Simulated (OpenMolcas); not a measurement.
**What dynamic correlation does to the levels of F⁺**

* Program: OpenMolcas
* Basis: ANO-L-VTZP [4s3p2d1f]
* Scalar Hamiltonian: non-relativistic, point nucleus
* Active space: 6 electrons in 4 orbitals (2s 2p)
* State averaging: 2S+1 = 3 even, 3 roots; 2S+1 = 1 even, 6 roots; 2S+1 = 3 odd, 3 roots; 2S+1 = 1 odd, 3 roots
* Spin-orbit coupling: RASSI with atomic mean-field integrals over the reference wave functions, term energies averaged over their components

Methods on the same reference wave functions:
A. CASSCF
B. SS-CASPT2, IPEA 0.25 Eh, imaginary shift 0.1 Eh (closed shells correlated: 1s)

Energies in cm-1 above 2s2 2p4 3P2, the measured ground level; measured values from NIST Handbook of Basic Atomic Spectroscopic Data.

```tsv
Level	A	B	Measured
2s2 2p4 3P2	0.0	0.0	0.0
2s2 2p4 3P1	321	321	341
2s2 2p4 3P0	475	476	490
2s2 2p4 1D2	22769	21100	20873
2s2 2p4 1S0	42291	44780	44918
2s 2p5 3P* 2	175158	166400	164798
2s 2p5 3P* 1	175469	166710	165107
2s 2p5 3P* 0	175626	166860	165279
2s 2p5 1P* 1	258877	240870
```

Deviations, from unrounded energies. A percentage is the sum of absolute deviations over the sum of measured energies, with the sign that they share, or ± where signs differ.

| Against measurement | Levels | A | B |
| --- | --- | --- | --- |
| mean absolute deviation (cm-1) | 7 | 5100 | 740 |
| fine structure of the ground term (%) | 2 | -4.2 | -4.1 |
| other terms of the ground configuration (%) | 2 | ±6.9 | ±0.5 |
| other configurations (%) | 3 | +6.3 | +1.0 |

B lies closest to measurement on these levels. The largest miss of B in the table is 2s 2p5 3P* 1, by +1600 cm-1. The ranking rests on the paired levels alone, and a cruder setting can come out closer through cancelling errors.

From A to B the spin-free energies of the other terms of 2s2 2p4 shown, above 3P, scale by factors of 0.93 to 1.06.

The lowest spin-free term lies below A's lowest term by 0.156 hartree in B.

Term energies are means over components that CASPT2 splits; among the terms shown or strongly mixed into the levels shown the widest spread is 90 cm-1 (2s2 2p4 1D, B). Without dynamic correlation excited terms often stand tens of per cent too high (terms of higher spin than the ground term too low), and those without a measured partner can miss by more than the paired ones (holds for A). Computed and measured levels are paired by configuration, term and J; levels that our copy of the source lacks, or whose pairing is in doubt (as where it misses far off the trend of its configuration), stay unpaired and out of the deviations. Only configurations of the active space appear.

* marks odd parity.
